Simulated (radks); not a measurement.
The numbers below are computed, except where a source is named.
Species: Sn3+. Configuration: [Kr] 4d9.75 5s1 5p0.25 (fractional occupations, a model configuration). Code: a radial shooting solver on a logarithmic mesh with Libxc functionals. Model: scalar-relativistic Kohn-Sham, exchange-only r2SCAN, spin-unpolarised, spherical densities, finite nucleus; meta-GGA in the generalised Kohn-Sham scheme; Fermi nuclear charge, rms radius 4.6519 fm. Some entries of the table are withheld. Estimate them.

orbital  occ.  eigenvalue (hartree)  <r^2> (bohr^2)
1s          2             -1069.385        0.001143
2s          2             -162.9947         0.01856
2p          6             -146.3211         0.01467
3s          2             -32.60931          0.1310
3p          6             -27.11427          0.1319
3d         10             -18.67136          0.1174
4s          2              -6.18527          0.7601
4p          6              -4.51138          0.8929
4d       9.75              -2.06565             (1)
5s          1              -1.29694             (2)
5p       0.25              -0.95202           6.987

Answer. 
(1) 4d <r^2> (bohr^2): 1.355
(2) 5s <r^2> (bohr^2): 5.093
